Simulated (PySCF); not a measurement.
Ligand exchange on a metal centre used in film growth or etching (Ti OH-H). Gas-phase values, no solvent. One relaxed conformer stands for each flexible species; it need not be the lowest.

Quantity: redistribution energy (mixed species minus the weighted end members), in kJ/mol.

A: 2 of 4 OH replaced by H: [Ti(OH)2(H)2]
B: 3 of 4 OH replaced by H: [Ti(OH)(H)3]
C: 1 of 4 OH replaced by H: [Ti(OH)3(H)]

### Question
Rank these by redistribution energy (mixed species minus the weighted end members) (lowest first), as TPSSh-D3(BJ)/def2-TZVP // r2SCAN-D4/def2-SVP (PySCF) gives it.

### Answer
A (-44.3 kJ/mol), C (-38.50 kJ/mol), B (-29.02 kJ/mol)
